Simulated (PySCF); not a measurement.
Geometry (Å), atoms numbered from 1 in this order:
```xyz
18

C     2.6438    0.5996    0.6904
C     1.5880    0.6159   -0.3860
O     1.5819    1.4087   -1.2965
C     0.5373   -0.4214   -0.2328
C    -0.2228   -0.8523   -1.4697
C    -0.9075    0.0041   -0.4726
N    -1.9281   -0.5317    0.3585
C    -2.8262    0.2466    1.0016
O    -2.8754    1.4468    0.9462
H     3.3903    1.3636    0.4938
H     3.1196   -0.3780    0.7292
H     2.1757    0.7888    1.6543
H     0.7056   -1.1571    0.5423
H     0.0837   -0.3922   -2.3966
H    -0.5044   -1.8914   -1.5501
H    -1.0822    1.0487   -0.6966
H    -1.9534   -1.5328    0.4759
H    -3.5348   -0.3597    1.5969
```

Calculated, not measured (PySCF): NMR shieldings at PBE0/pcSseg-1/GIAO, GFN2-xTB geometry. One averaged value for each set of equivalent atoms, non-relativistic Hamiltonian, no solvent, one conformer.

Referencing at the same level of theory: ¹³C (σref 186.93), ¹H (σref 31.72) vs TMS; ¹⁷O (σref 336.08) against H2O; NH3 for ¹⁵N (σref 267.73).

```csv
atoms,nucleus,count,Hirshfeld charge,δ (ppm)
C4,¹³C,1,-0.06,32.1
H17,¹H,1,0.14,3.99
H14,¹H,1,0.06,?
H13,¹H,1,0.05,1.60
H16,¹H,1,0.06,?
H10/H11/H12,¹H,3,0.05,2.35
H18,¹H,1,0.05,?
O9,¹⁷O,1,-0.28,426.4
H15,¹H,1,0.05,?
C5,¹³C,1,-0.08,17.8
C1,¹³C,1,-0.12,34.5
N7,¹⁵N,1,-0.10,?
C2,¹³C,1,0.17,208.9
C6,¹³C,1,0.02,36.9
O3,¹⁷O,1,-0.24,619.5
C8,¹³C,1,0.13,160.0
```

Problem. Complete the table.

Solution. 
- H18: 8.19 ppm, hydrogen on an amide carbonyl carbon
- H16: 4.06 ppm, hydrogen on a three-membered-ring carbon; its carbon carries N, an electronegative neighbour
- H14: 1.71 ppm, hydrogen on a three-membered-ring carbon
- H15: 0.75 ppm, hydrogen on a three-membered-ring carbon; cyclopropane-type protons are shielded by the ring
- N7: 148.8 ppm, amide-type nitrogen

OH/NH shifts are gas-phase values; hydrogen bonding in solution moves them, usually downfield. Shifts are as computed. Against solution values, carbons near 30 ppm lie about +3 ppm off and those near 130 ppm about +5 ppm. Of 1211 compounds with measured shifts, 218 miss one by over three times the rms of a fit or turn the order of signals round; such compounds aren't used in these exercises. Hydrogen bonding in solution shields acid and N–H amide carbonyl oxygens by tens of ppm. The C=O carbon of an acid or of an amide with N–H lies up to 10 ppm further downfield in solution, through hydrogen bonding that the calculation lacks. Unscaled 17O shifts of doubly bonded oxygen tend to come out too high, by tens of ppm or more. Experimental scales use liquid or dissolved standards, which lie at an offset from isolated NH3 (liquid NH3: subtract about 20 ppm) and H2O (liquid H2O: subtract about 36 ppm).
